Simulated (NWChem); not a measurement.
Species: SbCl$_{4}$ cation; SMILES [Cl][Sb+]([Cl])([Cl])[Cl]

Program: NWChem. Coordinates come from a PBE0/def2-SVP (def2 core potentials past Kr) optimisation.

### Question
Predict the results for Hartree-Fock/3-21G, non-relativistic. Quantities: highest occupied level (eV); orbital gap (eV).

### Answer
| Property | Value |
|---|---|
| highest occupied level (eV) | -19.25 |
| orbital gap (eV) | 12.35 |
